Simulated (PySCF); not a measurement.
Electron correlation in N⁺ (nitrogen, charge +1)

[He] 2s2 2p2, high-spin 3P determinant. Calculation: PySCF 2.14, in cc-pVDZ; no relativity, point nucleus. Frozen: 1s2; 4 electrons correlated.

MP2 pair energies summed by pair of shells (mhartree):

```tsv
pair	energy	share (%)
2s-2p	-31.54	58.5
2s-2s	-17.19	31.9
2p-2p	-5.17	9.6
```

Total MP2 correlation energy: -53.90 mhartree.

Same-spin part -8.64 and opposite-spin part -45.27 mhartree; SCS-MP2 scales them by 1/3 and 6/5 to -57.20 mhartree.

```
  level  correlation energy (mhartree)
   CCSD                         -75.76
    (T)                          -0.75
CCSD(T)                         -76.51
```

Diagnostics: T1 = 0.0055, D1 = 0.0104, largest double amplitude 0.124.

Cost of the coupled-cluster step: 0.06 s of wall time on 1 thread of Intel(R) Xeon(R) 6975P-C (shared host), for 4 correlated electrons.

Iterations:

```
CC2 = 0
CCSD nocc = (np.int64(3), np.int64(1)), nmo = (13, 13)
frozen orbitals [[0], [0]]
max_cycle = 100
direct = 0
conv_tol = 1e-08
conv_tol_normt = 1e-06
diis_space = 8
diis_start_cycle = 0
Init t2, MP2 energy = -0.0539045400004656
Init E_corr(UCCSD) = -0.0539045400020945
cycle = 1  E_corr(UCCSD) = -0.0681599798211589  dE = -0.0142554398  norm(t1,t2) = 0.04139
cycle = 2  E_corr(UCCSD) = -0.0726275618857082  dE = -0.00446758206  norm(t1,t2) = 0.0179559
cycle = 3  E_corr(UCCSD) = -0.0758266827699268  dE = -0.00319912088  norm(t1,t2) = 0.00881611
cycle = 4  E_corr(UCCSD) = -0.0757474838544351  dE = 7.91989155e-05  norm(t1,t2) = 0.00105418
cycle = 5  E_corr(UCCSD) = -0.0757599936777694  dE = -1.25098233e-05  norm(t1,t2) = 0.000145889
cycle = 6  E_corr(UCCSD) = -0.0757551373745595  dE = 4.85630321e-06  norm(t1,t2) = 1.95411e-05
cycle = 7  E_corr(UCCSD) = -0.0757572315028022  dE = -2.09412824e-06  norm(t1,t2) = 4.72281e-06
cycle = 8  E_corr(UCCSD) = -0.0757566089390947  dE = 6.22563708e-07  norm(t1,t2) = 1.70694e-06
cycle = 9  E_corr(UCCSD) = -0.0757566015366658  dE = 7.40242885e-09  norm(t1,t2) = 1.24039e-07
UCCSD converged
E(UCCSD) = -53.95622450174176  E_corr = -0.07575660153666584
UCCSD(T) correction = -0.000753809553106507
```
